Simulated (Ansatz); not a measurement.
Two isomers of C2H8O2Si: A = `OCC[SiH2]O`, B = `C[Si](C)(O)O`.

Program: Ansatz. Geometries: PBE0-D4/def2-TZVP. ΔE: electronic, gas phase. CCSD(T)/CBS adds triple-zeta CCSD(T) − MP2 to the extrapolated MP2 energy (def2 sets, frozen cores). DFT in def2-TZVPP. B3LYP here is the variant with VWN-RPA as its local correlation; programs differ in this. Each species was taken in one conformer, which may not be the lowest.

Problem. Which is lower in electronic energy at CCSD(T)/CBS, and by how much? (An estimate is asked.)

Solution. The calculation gave: B, by 246.8 kJ/mol.

Problem. Give E(B) − E(A) in kJ/mol with ωB97M-V, B3LYP, CCSD/def2-TZVPP, CCSD(T)/def2-TZVPP, r2SCAN-D4, MP2/def2-TZVPP, PBE-D4. (Best estimate.)

Solution. The calculation gave: ωB97M-V -245.7, B3LYP -241.9, CCSD/def2-TZVPP -243.4, CCSD(T)/def2-TZVPP -242.3, r2SCAN-D4 -250.4, MP2/def2-TZVPP -251.0, PBE-D4 -234.5. None reverses the order clearly.

Largest T1 diagnostic: 0.011.

From PBE to PBE0 (25 % exact exchange), in def2-TZVPP and without D4, E(B) − E(A) moves by −5.0 kJ/mol.
